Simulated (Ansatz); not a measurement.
Reactions of C2H7BN2Si, SMILES `CB(N)[SiH2]C#N`.

Program: Ansatz. Geometries: PBE0-D4/def2-TZVP. ΔE: electronic, gas phase. CCSD(T)/CBS adds triple-zeta CCSD(T) − MP2 to the extrapolated MP2 energy (def2 sets, frozen cores). This one scheme is used for every species. Each species was taken in one conformer, which may not be the lowest.

```tsv
reaction	CCSD(T)/CBS(def2) (kJ/mol)
`CB(N)[SiH2]C#N` + `CF` → `N#C[SiH2]CF` + `CBN`	15
`CB(N)[SiH2]C#N` + CH₃NH₂ → `CNB(C)N` + `N#C[SiH3]`	?
`CB(N)[SiH2]C#N` + HCl → `CB(N)[SiH2]Cl` + `C#N`	-48
`CB(N)[SiH2]C#N` + `N#CCCO` → `CB(N)[SiH2]O` + `N#CCCC#N`	?
`CB(N)[SiH2]C#N` + H₂O → `CB(N)O` + `N#C[SiH3]`	-117
`CB(N)[SiH2]C#N` + PH₃ → `CB(N)P` + `N#C[SiH3]`	-18
`CB(N)[SiH2]C#N` + H₂ → `CB(N)[SiH3]` + `C#N`	?
`CB(N)[SiH2]C#N` + CH₃OH → `CO[SiH2]C#N` + `CBN`	-103
`CB(N)[SiH2]C#N` + `BN` → `BNB(C)N` + `N#C[SiH3]`	-79
`CB(N)[SiH2]C#N` + `O[SiH2]N[SiH3]` → `N#C[SiH2]N[SiH3]` + `CB(N)[SiH2]O`	33
```

**Question.** Fill in the missing values. (Estimate.)

**Answer.** Computed: `CB(N)[SiH2]C#N` + CH₃NH₂ → `CNB(C)N` + `N#C[SiH3]`: -95.7 kJ/mol; `CB(N)[SiH2]C#N` + `N#CCCO` → `CB(N)[SiH2]O` + `N#CCCC#N`: -96.4 kJ/mol; `CB(N)[SiH2]C#N` + H₂ → `CB(N)[SiH3]` + `C#N`: +29.3 kJ/mol.

Largest T1 diagnostic: 0.014, for `C#N`.
